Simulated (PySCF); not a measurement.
## Electron correlation in Tc (technetium, neutral)

[Kr] 4d5 5s1 6s1, high-spin 8S determinant (an excited configuration). Computed with PySCF 2.14 in x2c-TZVPPall with one added diffuse shell each of s, p, d, f type (9s7p7d3f1g, 95 functions), with the spin-free X2C one-electron Hamiltonian (Gaussian nucleus). Frozen: [Kr]; 7 electrons correlated.

```tsv
level	correlation energy (mhartree)
CCSD	-91.54
(T)	-1.89
CCSD(T)	-93.43
```

Diagnostics: T1 = 0.011, D1 = 0.0406, largest double amplitude 0.041.

Is a single reference adequate?

Yes, within this model without spin-orbit coupling: T1 lies below 0.03 and no double amplitude reaches 0.07.
